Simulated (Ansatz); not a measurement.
CH₄AlBO, SMILES `[CH3][Al]1[BH][O]1`. The species carries charge 0 and has multiplicity 1. All single points use the PBE0-D4/def2-TZVP geometry.

```xyz
8

C     1.216   -0.679   -0.801
Al    0.037    0.500    0.198
B    -1.569    1.183    1.164
O    -1.629   -0.049    0.664
H     2.186   -0.229   -1.019
H     1.383   -1.600   -0.234
H     0.743   -0.957   -1.748
H    -2.367    1.832    1.776
```

Problem. What is the dipole moment at B3LYP/def2-TZVPP? (An estimate is asked.)

Solution. Computed: 2.12 D, with components (1.93, -0.12, -0.86) D in this frame, pointing from negative to positive charge.

Problem. And with PBE, r2SCAN, ωB97M-V? (Estimate.)

Solution. The calculation gave: PBE 2.00 D, r2SCAN 2.03 D, ωB97M-V 2.22 D.

Problem. Give the Mulliken charges with B3LYP, r2SCAN, ωB97M-V in def2-TZVPP. (Best estimate.)

Solution. Ansatz gave: 
| atom | B3LYP | r2SCAN | ωB97M-V |
| --- | --- | --- | --- |
| C1 | -0.39 | -0.35 | -0.47 |
| Al2 | 0.15 | 0.24 | 0.15 |
| B3 | 0.24 | 0.22 | 0.22 |
| O4 | -0.33 | -0.33 | -0.33 |
| H5 | 0.10 | 0.07 | 0.11 |
| H6 | 0.10 | 0.08 | 0.12 |
| H7 | 0.10 | 0.08 | 0.12 |
| H8 | 0.04 | 0.01 | 0.09 |

B3LYP here is the variant with VWN-RPA as its local correlation; programs differ in this.
